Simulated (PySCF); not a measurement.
Match the calculated data to a structure.

All candidates are C8H14.

- 1H NMR: chemical shifts (computed TMS as zero) by class: 1.41 (12 H), 1.16 (2 H) ppm [GIAO PBE0/pcSseg-1]
- Dipole: 0.00 D [CAM-B3LYP/def2-SVPD]
- Rotational structure: rotational constants A, B, C: 2.453, 2.365, 2.364 GHz [PBE0-D3(BJ)/def2-SVP]
- UV, first state: lowest singlet excitation: 7.75 eV (160 nm, f = 0.000 summed over 2 states within 0.01 eV) [TDDFT CAM-B3LYP/def2-SVPD]
- 13C NMR: chemical shifts (computed TMS as zero) by class: 28.5 (6 C), 25.6 (2 C) ppm [GIAO PBE0/pcSseg-1]
- Triplet: lowest triplet excitation (Tamm–Dancoff): 7.57 eV [TDA CAM-B3LYP/def2-SVPD]
- Valence photoelectron: vertical ionisation energy: 10.00 eV [ΔSCF CAM-B3LYP/def2-SVPD]
- Polarisability: 86.7 au [CAM-B3LYP/def2-SVPD]

Gas-phase values; electronic properties from PySCF, density fitting. Levels stand in brackets. Isolated species at its PBE0-D3(BJ)/def2-SVP geometry, gas phase. NMR values are class means; diastereotopic atoms form classes of their own.

Question: Which candidate is it?
A. `C=CC1CCCCC1`
B. `C=C/C=C/C(C)(C)C`
C. `C1CC2CCC1CC2`
D. `C1CC[C@H]2CC[C@H]2C1`

Answer: C. It is `C1CC2CCC1CC2`. Numbering: `[CH2:1]1[CH2:2][C@H:3]2[CH2:4][CH2:5][C@@H:6]1[CH2:7][CH2:8]2`. Its formula, C8H14, gives 2 degrees of unsaturation: 2 rings and 0 π bonds in the structure found. 8 carbons fall into 2 classes; from least to most shielded: ring CH2 carbon [C1/C2/C4/C5/C7/C8] (28.5 ppm, 6 C), sp3 carbon at a ring junction [C3/C6] (25.6 ppm, 2 C). Hydrogen classes from least to most shielded: 12 H on 6 ring CH2 carbons, C1/C2/C4/C5/C7/C8 (1.41 ppm), 2 H on 2 like atoms (sp3 carbon at a ring junction), C3/C6 (1.16 ppm). By its constants the optimised geometry is a nearly prolate symmetric top.

The others, at the same levels:
- `C=C/C=C/C(C)(C)C` fails: it has 6 carbon classes against 2; its computed 13C shifts are 155.4 (1 C), 146.1 (1 C), 133.4 (1 C), 122.5 (1 C), 34.2 (1 C), 30.6 (3 C) ppm, 1H shifts are 6.39 (1 H), 6.03 (1 H), 5.81 (1 H), 5.35 (1 H), 5.25 (1 H), 1.03 (9 H) ppm and lowest singlet excitation is 5.76 eV (215 nm, f = 0.906) (against 7.75 eV).
- `C1CC[C@H]2CC[C@H]2C1` fails: it has 4 carbon classes against 2; its computed 13C shifts are 34.2 (2 C), 30.0 (2 C), 25.6 (2 C), 24.9 (2 C) ppm, 1H shifts are 2.01 (2 H), 1.75 (2 H), 1.60 (2 H), 1.49 (2 H), 1.37 (2 H), 1.28 (2 H), 1.18 (2 H) ppm and rotational constant A is 3.298 GHz (against 2.453 GHz).
- `C=CC1CCCCC1` fails: it has 6 carbon classes against 2; its computed 13C shifts are 154.9 (1 C), 120.1 (1 C), 47.1 (1 C), 35.4 (2 C), 28.1 (2 C), 28.1 (1 C) ppm, 1H shifts are 5.80 (1 H), 5.31 (1 H), 5.13 (1 H), 1.63 (2 H), 1.59 (1 H), 1.52 (1 H), 1.50 (2 H), 1.20 (2 H), 1.06 (1 H), 0.94 (2 H) ppm and rotational constant A is 4.080 GHz (against 2.453 GHz).

Each candidate is one conformer, not necessarily the lowest. Dipoles, sizes and rotational constants follow the conformer. The torsions of the flexible species, by atom-mapped SMILES:
- `[CH2:1]=[CH:2]/[CH:3]=[CH:4]/[C:5]([CH3:6])([CH3:7])[CH3:8]`: C1–C2–C3–C4 180°, C3–C4–C5–C6 121°

The conformers of `C1CC2CCC1CC2`, `C1CC[C@H]2CC[C@H]2C1` and `C=CC1CCCCC1` aren't listed.
